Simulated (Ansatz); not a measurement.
Isolated molecules relaxed with PBE0-D4/def2-TZVP in Ansatz; ΔE leaves out vibrations. CCSD(T)/CBS adds triple-zeta CCSD(T) − MP2 to the extrapolated MP2 energy (def2 sets, frozen cores). This one scheme is used for every species. DFT in def2-TZVPP. B3LYP here is the variant with VWN-RPA as its local correlation; programs differ in this. Each species was taken in one conformer, which may not be the lowest.

Consider the formal hydrolysis of the Al–C bond: `C[CH2][AlH][CH2]N` + H₂O → `C[CH2][AlH][OH]` + CH₃NH₂.

Q: Is it downhill or uphill in electronic energy at CCSD(T)/CBS, and by how much? (Best estimate.)

A: Computed: Downhill: ΔE = -159.2 kJ/mol.

Q: What do these levels give: BLYP-D4, PBE0-D4, PBE, revPBE, B3LYP, CCSD/def2-SVP? (Best estimate.)

A: The calculation gave: BLYP-D4 -161.4, PBE0-D4 -153.5, PBE -156.3, revPBE -158.1, B3LYP -170.0, CCSD/def2-SVP -169.4 kJ/mol.

Largest T1 diagnostic among the species: 0.011.

Leaving LDA and LC-ωPBE aside and taking each functional with its dispersion term where it has one, the values, not all of them listed here, spread over 19.9 kJ/mol, from B2PLYP to revPBE-D4. LDA lies +4.6 kJ/mol from PBE without D4. At CCSD(T), def2-SVP lies −8.7 kJ/mol from the extrapolated value and def2-TZVPP −2.6 kJ/mol.
